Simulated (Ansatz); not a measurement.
`FC[N]1[CH2][AlH]1` at its PBE0-D4/def2-TZVP geometry, where that method's forces vanish. Charge 0, multiplicity 1.

```xyz
10

F    -1.5033   -1.6201    0.1559
C    -0.5208   -0.9383    0.8914
N    -0.0812    0.2059    0.2374
C     0.7995    0.1428   -0.9883
Al    0.0863    1.8142   -0.3896
H    -0.9772   -0.6774    1.8504
H     0.2881   -1.6658    1.0373
H     1.8240   -0.1836   -0.7911
H     0.3647   -0.4036   -1.8269
H    -0.2800    3.3259   -0.1767
```

What forces (eV/Å) does B3LYP-D4/def2-TZVPP give on these atoms in Ansatz 0.2.0? (Estimate.)

Ansatz gave: 
```
F1  -0.305 -0.219 -0.224
C2   0.243  0.041  0.391
N3  -0.084  0.133  0.128
C4   0.218 -0.106 -0.293
Al5 -0.051  0.215  0.020
H6   0.028 -0.031 -0.048
H7  -0.050  0.032  0.003
H8  -0.064  0.007 -0.021
H9   0.043  0.027  0.054
H10  0.022 -0.098 -0.010
```

B3LYP here is the variant with VWN-RPA as its local correlation; programs differ in this.
